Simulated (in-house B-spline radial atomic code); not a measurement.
Inner levels of europium as electrons are removed. A shift is the extra binding of the orbital against the neutral atom ([Xe] 4f7 6s2). The density at the nucleus is averaged over the nuclear charge. Computed with an all-electron radial atomic-structure program (B-spline basis): Dirac-Hartree-Fock, average of the configuration, finite nuclei.

```tsv
ion	configuration	shift of 3p3/2 (eV)	shift of 2s1/2 (eV)	shift of 3d5/2 (eV)	radius of 3p3/2 (bohr)	radius of 2s1/2 (bohr)	radius of 3d5/2 (bohr)	Σ<r²> (bohr²)	change of density at nucleus (bohr⁻³)
Eu26+	[Kr] 4d1	828.26	858.94	831.53	0.24792	0.094435	0.22414	4.1022	529.19
Eu27+	[Ar] 3d10 4s2 4p6	880.37	915.98	884.19	0.24755	0.094422	0.22374	3.7234	636.43
Eu28+	[Ar] 3d10 4s2 4p5	933.01	974.31	938.03	0.24759	0.094404	0.22335	3.3691	737.66
Eu29+	[Ar] 3d10 4s2 4p4	986.33	1033.54	992.59	0.24727	0.094384	0.22294	3.0248	841.04
Eu30+	[Ar] 3d10 4s2 4p3	1040.32	1093.65	1047.87	0.24694	0.094364	0.22253	2.6902	946.54
Eu31+	[Ar] 3d10 4s2 4p2	1094.98	1154.65	1103.85	0.2466	0.094343	0.2221	2.3649	1054.19
Eu32+	[Ar] 3d10 4s2 4p1	1150.3	1216.53	1160.54	0.24625	0.094321	0.22167	2.0485	1163.95
Eu33+	[Ar] 3d10 4s2	1206.28	1279.29	1217.94	0.24589	0.094299	0.22122	1.7406	1275.84
Eu34+	[Ar] 3d10 4s1	1263.78	1342.2	1276.71	0.24549	0.094294	0.22077	1.4531	-686.22
Eu35+	[Ar] 3d10	1321.9	1405.88	1336.12	0.24508	0.094287	0.22031	1.1727	-2714.36
Eu36+	[Ar] 3d9	1415.29	1529.75	1438.45	0.24336	0.09422	0.21812	1.0989	-2452.52
Eu37+	[Ar] 3d8	1509.95	1655.71	1542.33	0.24166	0.09415	0.21599	1.0279	-2183.46
Eu38+	[Ar] 3d7	1605.87	1783.76	1647.78	0.23997	0.094077	0.2139	0.95959	-1907.2
Eu39+	[Ar] 3d6	1703.03	1913.87	1754.77	0.2383	0.094001	0.21186	0.89373	-1623.72
Eu40+	[Ar] 3d5	1801.45	2046.04	1863.32	0.23665	0.093921	0.20986	0.83026	-1332.96
Eu41+	[Ar] 3d4	1901.11	2180.27	1973.4	0.23501	0.093839	0.2079	0.76906	-1034.94
Eu42+	[Ar] 3d3	2002.01	2316.53	2085.03	0.2334	0.093753	0.20599	0.71003	-729.63
Eu43+	[Ar] 3d2	2104.16	2454.81	2198.2	0.23179	0.093665	0.20412	0.65306	-417.01
```
